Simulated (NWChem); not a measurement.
# CH2NS, doublet; SMILES N[C]=S

Results from NWChem. Pople sets run with spherical d functions. Spin-unrestricted. In the optimisation the excess spin sits in a' (Cs, its own frame). No stability test was run on the SCF state. Each level has its own optimisation; frequencies are unscaled. One conformer.

Q: Order these runs by computing time, cheapest first, and give rough ratios: PBE0/STO-3G; PBE0/6-311++G**; PBE0/6-31G*.

A: PBE0/STO-3G (1), PBE0/6-31G* (4), PBE0/6-311++G** (10). Ratios are rough, from one shared machine; the cheapest took roughly 14 core-seconds. What differs between the cheapest and the dearest: r C–N (Å) 1.360 → 1.313; r C–S (Å) 1.598 → 1.595; highest harmonic frequency (cm⁻¹) 3873 → 3676; lowest (cm⁻¹) 321 → 378.
